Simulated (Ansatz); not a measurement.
C4H5 (SMILES [CH]=CC=C), doublet, geometry from GFN2-xTB, with bond 9-4 at 1.25 times its length; B3LYP/6-31G (Ansatz, an electronic-structure program).

Input for Ansatz:
Ansatz 0.2 input:
```yaml
crystal:
  periodic: [false, false, false]
  atoms:
    - {symbol: C, position_ang: [-1.45006822, -1.07167082, -0.63158736]}
    - {symbol: C, position_ang: [-0.25920185, -0.56808578, -0.50436756]}
    - {symbol: C, position_ang: [0.13180099, 0.47529935, 0.45030056]}
    - {symbol: C, position_ang: [1.36582743, 0.95156397, 0.53475037]}
    - {symbol: H, position_ang: [-2.41592108, -0.96137587, -0.19544851]}
    - {symbol: H, position_ang: [0.55153888, -0.91673113, -1.13669287]}
    - {symbol: H, position_ang: [-0.65429776, 0.84357236, 1.09483111]}
    - {symbol: H, position_ang: [2.15903411, 0.59378581, -0.10123445]}
    - {symbol: H, position_ang: [1.69541283, 1.90974464, 1.42127316]}
basis:
  gaussian:
    orbitals: 6-31G
hamiltonian:
  xc: b3lyp
magnetization: {spin_polarized: true, initial_magnetization: 1}
scf: {lower_state_search: off}
```

Output, abridged:

```
Functional definition: B3LYP
these checks for a lower state are left out or cut short: stability, starts, cluster_reference, orbital_swaps, neighbouring_geometries, increment
668 factors; integrals over basis functions are off by at most 2.6e-4 eV
mean field evaluation 1: about -4219.5192 eV, gradient 2.8e1 eV
mean field evaluation 2: about -4218.7628 eV, gradient 3.1e1 eV
mean field evaluation 4: about -4224.1420 eV, gradient 1.2e0 eV
mean field evaluation 8: about -4224.3208 eV, gradient 2.0e-1 eV
mean field evaluation 16: about -4224.3217 eV, gradient 9.7e-4 eV
mean field -4224.32168799 eV, -155.2409586857 hartree, gradient 6.7e-6 eV, S^2 0.766920; 0 other end points of the search recorded, 0 dependent functions left out
reference -4224.32188111 eV, -155.2409657825 hartree; 15, 14 occupied and 31, 32 virtual orbitals, 668 factors
Total energy: -4224.32188111 eV, -155.2409657825 hartree
Checks for a lower state left out: stability, starts, cluster_reference, orbital_swaps, neighbouring_geometries, increment
```
